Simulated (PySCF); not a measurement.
Correlation energy of Fe⁺ (iron, charge +1)

[Ar] 3d6 4p1, one real determinant (an excited configuration). All numbers are calculated (PySCF 2.14, the non-relativistic Hamiltonian (point nucleus), in def2-TZVPPD (6s6p4d2f1g, 67 functions)). Frozen: [Ne]; 15 electrons correlated.

```
  level  correlation energy (mhartree)
   CCSD                        -454.54
    (T)                          -9.01
CCSD(T)                        -463.55
```

Diagnostics: T1 = 0.010, D1 = 0.0387, largest double amplitude 0.035.

The real determinant used has ⟨L²⟩ near 8 against 12 for a pure F term, so it mixes terms.

Cost of the coupled-cluster step: of the order of 21 core-seconds, for 15 correlated electrons.

Iterations:

```
CC2 = 0
CCSD nocc = (np.int64(10), np.int64(5)), nmo = (62, 62)
frozen orbitals [[0, 1, 2, 3, 4], [0, 1, 2, 3, 4]]
max_cycle = 100
direct = 0
conv_tol = 1e-08
conv_tol_normt = 1e-06
diis_space = 8
diis_start_cycle = 0
Init t2, MP2 energy = -0.457503180277725
Init E_corr(UCCSD) = -0.45750318027814
cycle = 1  E_corr(UCCSD) = -0.445536189718149  dE = 0.0119669906  norm(t1,t2) = 0.0564598
cycle = 2  E_corr(UCCSD) = -0.454064523365536  dE = -0.00852833365  norm(t1,t2) = 0.0183037
cycle = 3  E_corr(UCCSD) = -0.453600799093773  dE = 0.000463724272  norm(t1,t2) = 0.0101765
cycle = 4  E_corr(UCCSD) = -0.454398741776771  dE = -0.000797942683  norm(t1,t2) = 0.00595545
cycle = 5  E_corr(UCCSD) = -0.454486770265882  dE = -8.80284891e-05  norm(t1,t2) = 0.00339516
cycle = 6  E_corr(UCCSD) = -0.454408313062437  dE = 7.84572034e-05  norm(t1,t2) = 0.0024301
cycle = 7  E_corr(UCCSD) = -0.454539394325826  dE = -0.000131081263  norm(t1,t2) = 0.0011834
cycle = 8  E_corr(UCCSD) = -0.454568069084692  dE = -2.86747589e-05  norm(t1,t2) = 0.000443171
cycle = 9  E_corr(UCCSD) = -0.454541489119082  dE = 2.65799656e-05  norm(t1,t2) = 0.000170071
cycle = 10  E_corr(UCCSD) = -0.454540833549419  dE = 6.55569663e-07  norm(t1,t2) = 6.16303e-05
cycle = 11  E_corr(UCCSD) = -0.454544949972454  dE = -4.11642304e-06  norm(t1,t2) = 3.37005e-05
cycle = 12  E_corr(UCCSD) = -0.454543522846064  dE = 1.42712639e-06  norm(t1,t2) = 1.49793e-05
cycle = 13  E_corr(UCCSD) = -0.4545438157966  dE = -2.92950536e-07  norm(t1,t2) = 5.11978e-06
cycle = 14  E_corr(UCCSD) = -0.454543653780406  dE = 1.62016194e-07  norm(t1,t2) = 2.45255e-06
cycle = 15  E_corr(UCCSD) = -0.454543676602062  dE = -2.2821656e-08  norm(t1,t2) = 1.11076e-06
cycle = 16  E_corr(UCCSD) = -0.454543705990696  dE = -2.93886334e-08  norm(t1,t2) = 4.9063e-07
cycle = 17  E_corr(UCCSD) = -0.454543697491947  dE = 8.49874837e-09  norm(t1,t2) = 2.46579e-07
UCCSD converged
E(UCCSD) = -1262.488155996923  E_corr = -0.4545436974919472
UCCSD(T) correction = -0.00901360812963456
```

The reference is one real determinant that mixes LS terms of this configuration.

This basis was not built for core-valence correlation, so the inner-shell part is incomplete.
